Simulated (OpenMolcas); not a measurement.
# Cu2+: moving the ligands

Cu2+ with 6 ligands (fluoride) in octahedral coordination (Oh) at 2.04 Å. A charge of +0.667 e stands 3.2 Å behind each ligand. Ligand basis ANO-RCC-VDZP.

```json
{"Program": "OpenMolcas 26.06", "Method": "SS-CASPT2, IPEA 0.25 Eh, imaginary shift 0.1 Eh (closed shells correlated: 3s 3p and the ligand valence shells)", "Basis": "ANO-RCC-VDZP [5s4p2d1f]", "Scalar Hamiltonian": "DKH2, point nucleus", "Active space": "9 electrons in 5 orbitals (3d)", "State averaging": "2S+1 = 2 even, 5 roots", "Spin-orbit coupling": "state interaction with AMFI integrals over the reference wave functions"}
```

Runs around this geometry, states (labels of O, the rotations of Oh). Energies in cm-1 above the lowest state or level, χT in cm3 K/mol; 10Dq is the gap between the two states.

```tsv
R (Å)	Ground state	First state of that spin	10Dq	First gap with spin-orbit (degeneracies)	χT at 300 K
1.93	2E	2T2 8710	8712	8010 (4, 2)	0.543
2.04	2E	2T2 6330	6333	5660 (4, 2)	0.608
2.16	2E	2T2 4530	4532	3910 (4, 2)	0.696
```

Taking |10Dq| as R^-n, n = -ln(4532 / 8712) / ln(2.16 / 1.93) = 5.8 between the shortest and longest distance. The point-charge formula for a cubic d site gives n = 5.

Over all roots computed the reference weight is 0.71 in R = 1.93, 0.71 in R = 2.04, 0.70 to 0.71 in R = 2.16; a low but even weight reflects the number of correlated electrons. An orbital doublet at a regular site is open to a Jahn-Teller distortion, which this geometry leaves out. A single d shell leaves out the double-shell effect, which counts most for late 3d ions, where the CASPT2 field can be off either way by tens of per cent. Ligand-to-metal charge-transfer states are missing. With one d shell and no ligand orbital active, 10Dq can be off by tens of per cent for divalent 3d ions, low with halides held by bare charges and at times high in hosts, and the orbital part of g and χT goes as 1/10Dq. Free-ion shares, where given, are those of the reference states; single-state CASPT2 does not remix them. No measured value stands beside these numbers; the geometry was imposed, not optimised, and the real ion may take another.
